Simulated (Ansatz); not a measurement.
System: C3H11GeN, charge 0, multiplicity 1. 
Coordinates optimised at B3LYP-D3(BJ)/def2-TZVP (Ansatz, an electronic-structure program):
```xyz
16

C      1.8299     0.0606    -0.7027
Ge    -0.0005    -0.0012     0.0008
C     -1.1428    -1.0874    -1.1874
C     -0.7682     1.7919     0.2123
N      0.1376    -0.7033     1.7215
H      2.4618     0.6597    -0.0475
H      2.2499    -0.9441    -0.7662
H      1.8421     0.4992    -1.7012
H     -1.1966    -0.6422    -2.1825
H     -0.7412    -2.0970    -1.2830
H     -2.1545    -1.1553    -0.7853
H     -1.7664     1.7322     0.6482
H     -0.8473     2.2913    -0.7540
H     -0.1387     2.3926     0.8684
H     -0.7384    -0.7466     2.2267
H      0.5690    -1.6179     1.7662
```

Total electronic energies in hartree. Correlated levels leave the core frozen unless marked. No spin-orbit coupling. Frozen are the shells of the preceding noble gas and the d and f shells that filled before the atom's block. Non-relativistic. CBS(X,Y): correlation extrapolated as X^-3; Hartree-Fock from the larger set.

```
level                         program  energy (Eh)
----------------------------  -------  -----------
HF/STO-3G                      Ansatz  -2224.18787
HF/aug-cc-pVDZ                 Ansatz  -2249.84696
B97M-V/def2-TZVPD              Ansatz  -2252.40663
wB97M-V/def2-TZVPD             Ansatz  -2252.58168
wB97X-V/def2-TZVPD             Ansatz  -2252.56461
B2PLYP/def2-TZVPD              Ansatz  -2252.21892
PBE-QIDH/def2-TZVPD            Ansatz  -2251.92043
CCSD/6-31G*                    Ansatz  -2250.26464
CCSD(T)/CBS(cc-pVTZ,cc-pVQZ)   Ansatz   -2251.0407
```

Totals of different functionals don't rank their quality; only differences between species are comparable.
